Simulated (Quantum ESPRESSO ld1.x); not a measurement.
Values are calculated unless marked as measured or tabulated.
Question: The titanium ion Ti2+, 20 electrons, occupied as [Ne] 3s2 3d(up 1, down 1) 3p(up 3, down 3) (spins set by hand, not the high-spin state). Code: ld1.x of Quantum ESPRESSO 7.5. Model: scalar-relativistic Kohn-Sham, LDA (Slater exchange, Perdew-Wang correlation), spin-polarised, spherical densities, point nucleus. Some entries of the table are withheld. Estimate them.

orbital  occ.  eigenvalue (eV)  <1/r> (bohr^-1)
1s          2         -4872.37            21.76
2s          2         -551.421            4.535
2p          6         -459.957            4.446
3s          2         -78.2645            1.397
3p          6              (1)            1.267
3d          2              (2)           0.9274

Answer: 
(1) 3p eigenvalue (eV): -54.7678
(2) 3d eigenvalue (eV): -19.9273
